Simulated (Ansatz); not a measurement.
A structure relaxed at PBE-D4/def2-TZVP in Ansatz, charge 0, singlet:

| atom | x (Å) | y (Å) | z (Å) |
| --- | --- | --- | --- |
| Be1 | -0.487 | 0.628 | -0.620 |
| H2 | -1.136 | 1.458 | -1.447 |
| H3 | 0.956 | 0.393 | -0.353 |
| Be4 | 0.487 | -0.626 | 0.622 |
| H5 | 1.136 | -1.461 | 1.444 |
| H6 | -0.956 | -0.391 | 0.356 |

Give its formula, name or SMILES and point group.

(HBe-mu-H)2 (Be2H4). Point group D2h (tolerance 0.1 Å).

Summarise the bond lengths by kind (pairs closer than 1.2 times the sum of covalent radii, bridged metal pairs left out).

6 × Be–H 1.34 to 1.49 Å.
